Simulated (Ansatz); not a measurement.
Born–Oppenheimer molecular dynamics of Cl3GeH5OSi (11 atoms, charge 0, multiplicity 1). It starts at the highest image of a converged band. Of that band: A structure lower than the last end lies on the path between it and the top, so the climb from that side starts below the end, which may itself be a saddle point or a shallow side well. Neighbouring images differ by up to 2.3 eV, so the band resolves the path poorly. A vibrational analysis at the climbing image gives one clearly imaginary mode, 1962i cm⁻¹: a first-order saddle point.

All numbers below come from RHF/def2-SVP in Ansatz 0.2.0.

```json
{
 "ensemble": "NVE (velocity Verlet)",
 "time step": "0.5 fs",
 "steps asked": "200",
 "starting velocities drawn for": "300 K",
 "seed": "6711"
}
```

Frames 0.5 fs apart, positions in Å, forces in eV/Å.

Velocities at 5 fs (Å/ps):

```
Ge -0.75 0.17 0.47
H -14.40 15.58 1.95
Cl 3.72 0.62 -1.99
Cl 0.90 2.77 1.19
Cl -0.91 -4.59 1.21
O -0.70 -3.85 2.15
Si -1.46 2.63 -2.92
H -0.78 -10.42 -18.60
H 8.56 -3.46 -5.62
H -0.83 9.30 20.09
H -17.32 7.03 0.71
```

```xyz
11
Properties=species:S:1:pos:R:3:forces:R:3 time_fs=5 energy_less_start_eV=0.113 T=204
Ge -0.171 0.108 -0.176 0.00 0.16 0.21
H -0.512 0.877 1.495 0.57 0.02 -0.18
Cl 1.593 -0.932 0.508 -0.37 0.26 0.04
Cl 0.119 2.100 -0.950 -0.03 -0.28 0.04
Cl -0.564 -1.008 -2.026 0.01 0.13 0.15
O -1.849 -0.364 0.558 0.06 -0.18 -0.42
Si -3.285 -1.198 0.213 -1.26 1.24 -0.23
H -2.979 -2.583 -0.029 0.12 -0.64 -0.14
H -4.118 -1.007 1.450 0.29 -0.17 -0.45
H -3.995 -0.529 -0.973 0.60 -0.56 0.84
H -1.384 0.344 1.349 0.01 0.01 0.15
11
Properties=species:S:1:pos:R:3:forces:R:3 time_fs=5.5 energy_less_start_eV=0.101 T=214
Ge -0.171 0.108 -0.176 0.00 0.17 0.23
H -0.518 0.885 1.496 0.57 0.00 -0.19
Cl 1.594 -0.932 0.507 -0.39 0.28 0.04
Cl 0.120 2.101 -0.950 -0.03 -0.30 0.04
Cl -0.564 -1.011 -2.026 0.01 0.15 0.16
O -1.850 -0.366 0.559 0.11 -0.14 -0.40
Si -3.286 -1.197 0.212 -1.15 0.98 -0.22
H -2.980 -2.589 -0.039 0.07 -0.45 -0.11
H -4.113 -1.008 1.446 0.24 -0.17 -0.38
H -3.995 -0.525 -0.962 0.54 -0.50 0.72
H -1.392 0.348 1.349 0.02 -0.02 0.11
11
Properties=species:S:1:pos:R:3:forces:R:3 time_fs=6 energy_less_start_eV=0.090 T=223
Ge -0.171 0.108 -0.175 0.01 0.19 0.26
H -0.524 0.892 1.496 0.55 -0.03 -0.21
Cl 1.596 -0.931 0.506 -0.42 0.30 0.03
Cl 0.120 2.103 -0.949 -0.03 -0.32 0.03
Cl -0.565 -1.013 -2.025 0.01 0.16 0.17
O -1.850 -0.368 0.560 0.16 -0.09 -0.36
Si -3.287 -1.196 0.210 -0.99 0.68 -0.19
H -2.980 -2.596 -0.049 0.03 -0.24 -0.07
H -4.108 -1.011 1.442 0.17 -0.17 -0.28
H -3.993 -0.522 -0.949 0.46 -0.43 0.56
H -1.401 0.351 1.350 0.04 -0.05 0.06
11
Properties=species:S:1:pos:R:3:forces:R:3 time_fs=6.5 energy_less_start_eV=0.082 T=230
Ge -0.172 0.109 -0.175 0.02 0.21 0.28
H -0.527 0.900 1.496 0.53 -0.06 -0.23
Cl 1.598 -0.931 0.505 -0.44 0.31 0.03
Cl 0.121 2.104 -0.949 -0.04 -0.34 0.02
Cl -0.565 -1.015 -2.024 0.01 0.18 0.18
O -1.850 -0.370 0.561 0.21 -0.03 -0.31
Si -3.288 -1.194 0.209 -0.80 0.35 -0.16
H -2.980 -2.603 -0.059 -0.02 -0.03 -0.03
H -4.103 -1.014 1.437 0.10 -0.16 -0.16
H -3.990 -0.520 -0.935 0.36 -0.33 0.37
H -1.409 0.354 1.351 0.06 -0.09 0.01
11
Properties=species:S:1:pos:R:3:forces:R:3 time_fs=7 energy_less_start_eV=0.079 T=232
Ge -0.172 0.109 -0.175 0.03 0.22 0.30
H -0.530 0.908 1.495 0.50 -0.10 -0.24
Cl 1.600 -0.931 0.504 -0.46 0.32 0.03
Cl 0.121 2.105 -0.948 -0.04 -0.36 0.01
Cl -0.565 -1.017 -2.024 0.01 0.19 0.19
O -1.851 -0.371 0.562 0.27 0.04 -0.26
Si -3.289 -1.192 0.207 -0.58 0.00 -0.11
H -2.980 -2.611 -0.068 -0.06 0.18 0.02
H -4.097 -1.017 1.432 0.02 -0.15 -0.04
H -3.987 -0.519 -0.920 0.24 -0.21 0.14
H -1.418 0.358 1.352 0.07 -0.13 -0.06
11
Properties=species:S:1:pos:R:3:forces:R:3 time_fs=7.5 energy_less_start_eV=0.084 T=228
Ge -0.172 0.109 -0.175 0.05 0.25 0.33
H -0.531 0.915 1.494 0.47 -0.14 -0.26
Cl 1.601 -0.930 0.503 -0.48 0.33 0.03
Cl 0.121 2.107 -0.947 -0.04 -0.37 0.00
Cl -0.566 -1.020 -2.023 0.01 0.21 0.21
O -1.851 -0.373 0.563 0.32 0.12 -0.19
Si -3.290 -1.191 0.206 -0.35 -0.35 -0.04
H -2.980 -2.618 -0.078 -0.11 0.37 0.06
H -4.091 -1.020 1.427 -0.07 -0.14 0.09
H -3.983 -0.519 -0.905 0.10 -0.07 -0.10
H -1.426 0.361 1.353 0.08 -0.18 -0.12
11
Properties=species:S:1:pos:R:3:forces:R:3 time_fs=8 energy_less_start_eV=0.096 T=217
Ge -0.173 0.109 -0.174 0.08 0.27 0.36
H -0.532 0.922 1.492 0.44 -0.17 -0.28
Cl 1.603 -0.930 0.502 -0.49 0.34 0.02
Cl 0.122 2.108 -0.947 -0.04 -0.39 -0.02
Cl -0.566 -1.022 -2.022 0.01 0.22 0.22
O -1.851 -0.376 0.564 0.37 0.19 -0.12
Si -3.291 -1.190 0.204 -0.12 -0.69 0.05
H -2.981 -2.625 -0.088 -0.14 0.53 0.09
H -4.085 -1.024 1.421 -0.15 -0.13 0.23
H -3.978 -0.518 -0.890 -0.04 0.07 -0.36
H -1.434 0.363 1.353 0.08 -0.24 -0.19
11
Properties=species:S:1:pos:R:3:forces:R:3 time_fs=8.5 energy_less_start_eV=0.114 T=202
Ge -0.173 0.109 -0.174 0.12 0.30 0.39
H -0.531 0.929 1.489 0.42 -0.21 -0.31
Cl 1.605 -0.929 0.501 -0.51 0.34 0.02
Cl 0.122 2.109 -0.946 -0.04 -0.40 -0.03
Cl -0.567 -1.024 -2.022 0.00 0.23 0.23
O -1.851 -0.377 0.565 0.42 0.28 -0.04
Si -3.292 -1.188 0.203 0.11 -1.00 0.15
H -2.981 -2.630 -0.098 -0.17 0.67 0.13
H -4.080 -1.028 1.417 -0.23 -0.13 0.35
H -3.974 -0.518 -0.876 -0.20 0.23 -0.62
H -1.442 0.365 1.353 0.07 -0.31 -0.27
11
Properties=species:S:1:pos:R:3:forces:R:3 time_fs=9 energy_less_start_eV=0.135 T=185
Ge -0.173 0.109 -0.174 0.16 0.34 0.42
H -0.529 0.935 1.486 0.40 -0.25 -0.33
Cl 1.606 -0.929 0.501 -0.52 0.34 0.01
Cl 0.123 2.110 -0.946 -0.04 -0.40 -0.06
Cl -0.567 -1.026 -2.021 0.00 0.24 0.24
O -1.851 -0.379 0.565 0.46 0.36 0.04
Si -3.293 -1.187 0.201 0.32 -1.28 0.26
H -2.982 -2.634 -0.107 -0.19 0.77 0.15
H -4.075 -1.033 1.413 -0.30 -0.12 0.46
H -3.970 -0.517 -0.863 -0.34 0.38 -0.86
H -1.450 0.366 1.353 0.05 -0.38 -0.34
11
Properties=species:S:1:pos:R:3:forces:R:3 time_fs=9.5 energy_less_start_eV=0.153 T=169
Ge -0.174 0.109 -0.173 0.22 0.38 0.45
H -0.526 0.940 1.482 0.39 -0.29 -0.36
Cl 1.608 -0.928 0.500 -0.52 0.34 0.01
Cl 0.123 2.112 -0.945 -0.04 -0.41 -0.08
Cl -0.568 -1.028 -2.020 0.00 0.26 0.25
O -1.851 -0.381 0.566 0.49 0.44 0.13
Si -3.294 -1.185 0.200 0.48 -1.50 0.35
H -2.984 -2.635 -0.116 -0.20 0.84 0.17
H -4.071 -1.038 1.410 -0.35 -0.11 0.55
H -3.967 -0.515 -0.852 -0.46 0.51 -1.06
H -1.457 0.366 1.351 0.01 -0.46 -0.41
11
Properties=species:S:1:pos:R:3:forces:R:3 time_fs=10 energy_less_start_eV=0.166 T=159
Ge -0.174 0.110 -0.173 0.29 0.43 0.49
H -0.523 0.945 1.477 0.39 -0.32 -0.39
Cl 1.610 -0.928 0.499 -0.53 0.34 0.00
Cl 0.124 2.113 -0.944 -0.04 -0.41 -0.11
Cl -0.568 -1.031 -2.019 -0.01 0.27 0.26
O -1.851 -0.383 0.567 0.51 0.52 0.21
Si -3.295 -1.184 0.198 0.58 -1.65 0.43
H -2.986 -2.635 -0.124 -0.20 0.88 0.18
H -4.067 -1.042 1.409 -0.39 -0.11 0.60
H -3.965 -0.512 -0.844 -0.55 0.61 -1.20
H -1.465 0.365 1.349 -0.05 -0.55 -0.48
11
Properties=species:S:1:pos:R:3:forces:R:3 time_fs=10.5 energy_less_start_eV=0.167 T=158
Ge -0.174 0.110 -0.173 0.38 0.50 0.53
H -0.518 0.949 1.471 0.40 -0.35 -0.43
Cl 1.611 -0.927 0.498 -0.53 0.33 -0.01
Cl 0.124 2.114 -0.944 -0.04 -0.41 -0.14
Cl -0.569 -1.033 -2.019 -0.02 0.28 0.27
O -1.851 -0.385 0.568 0.52 0.59 0.30
Si -3.296 -1.183 0.197 0.61 -1.72 0.49
H -2.989 -2.632 -0.132 -0.19 0.88 0.18
H -4.065 -1.048 1.409 -0.40 -0.10 0.62
H -3.965 -0.507 -0.839 -0.60 0.67 -1.28
H -1.472 0.363 1.345 -0.13 -0.65 -0.54
```

Of the whole run (100 fs, mean temperature of the second half 1742 K): The conserved energy stayed within 0.4 meV per atom of its start (net change -0.2 meV per atom), so the integration is sound. The kinetic energy rose, since the run started high on the potential surface and went downhill. It ends in pieces (Cl3GeH + H4OSi), so much of that is their flight and rotation, not heat. A run of 0.1 ps of so small a system gives no equilibrium averages. The orbitals stay closed-shell, which can raise the energy where a bond breaks towards radicals; this wasn't checked here.

Run time: 6.9 min on 4 threads of Arm Neoverse V1, on a shared host, peak memory 0.42 GiB.
